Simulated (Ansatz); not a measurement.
Cost and result for the atomization energy of C3H3F3O, SMILES `FC(F)[C@H]1O[C@H]1F` (10 atoms, 10 bonds).

```xyz
10

F     0.238    2.093   -0.123
C     0.219    0.903   -0.773
F    -0.398    1.098   -1.962
C    -0.569   -0.074    0.047
O    -0.365   -1.455   -0.276
C     0.112   -1.003    0.933
F     1.455   -0.951    1.045
H     1.245    0.579   -0.960
H    -1.599    0.221    0.235
H    -0.337   -1.410    1.835
```

Charge 0, multiplicity 1. Geometry: relaxed with PBE0-D4/def2-TZVP. It is one conformer, not always the lowest. Program: Ansatz. All runs use 4 threads of a server CPU on a shared host. Times are those of one run each, without the atoms' runs, and a repeat can differ threefold. Electronic energies, without spin–orbit coupling; frozen cores. CCSD(T)/CBS adds CCSD(T) − MP2 in def2-TZVPP to the MP2 limit, and its time is that of the two runs behind it. T1 = 0.012. B3LYP takes the VWN-RPA correlation (the form of Gaussian; ORCA's B3LYP/G). HSE06 is the plane-wave form, built on full-range PBE exchange.

CCSD(T)/CBS is a level of theory with its own doubt, some kJ/mol a heavy atom from the limit and from the frozen cores, so smaller differences don't rank the functionals.

```csv
level,functions,wall time,atomization (kcal/mol),difference from CCSD(T)/CBS,per bond
LDA (SPW92)/def2-TZVPP,259,1.2 s,1189.4,206.8,20.7
revPBE-D4/def2-TZVPP,259,2.1 s,993.6,11.0,1.1
BHLYP-D4/def2-TZVPP,259,3.2 s,927.8,-54.8,-5.5
HSE06-D4/def2-TZVPP,259,3.3 s,995.4,12.8,1.3
CAM-B3LYP-D4/def2-TZVPP,259,3.4 s,990.1,7.5,0.8
B3LYP-D4/def2-TZVPP (with forces),259,4.6 s,978.6,-4.0,-0.4
r2SCAN-D4/def2-TZVPP (with forces),259,5 s,992.1,9.5,1.0
PBE-QIDH/def2-TZVPP,259,6.5 s,980.4,-2.2,-0.2
ωB97X-V/def2-TZVPP,259,7.5 s,989.4,6.8,0.7
CCSD(T)/def2-SVP,113,13 s,935.0,-47.6,-4.8
MP2/def2-QZVPP,489,26 s,1011.1,28.5,2.9
CCSD(T)/def2-TZVPP,259,6.3 min,954.9,-27.7,-2.8
CCSD(T)/CBS(def2),–,6.7 min,982.6,0.0,0.0
```

The D4 term adds +6.5 kcal/mol with B3LYP and +3.4 kcal/mol with PBE0; it sums over pairs of atoms, weighted by their polarisabilities, and B3LYP, whose exchange is more repulsive, gets the larger term. In def2-TZVPP, CCSD(T) changes the Hartree–Fock value by +288.2 kcal/mol (the triples alone add +21.4 kcal/mol) and MP2 by +328.1 kcal/mol; breaking electron pairs costs correlation energy, which Hartree–Fock lacks. At CCSD(T), def2-SVP lies −47.6 kcal/mol from the extrapolated value and def2-TZVPP −27.7 kcal/mol: correlation converges slowly with the basis, and small sets miss more of it in the bonded molecule than in its fragments.
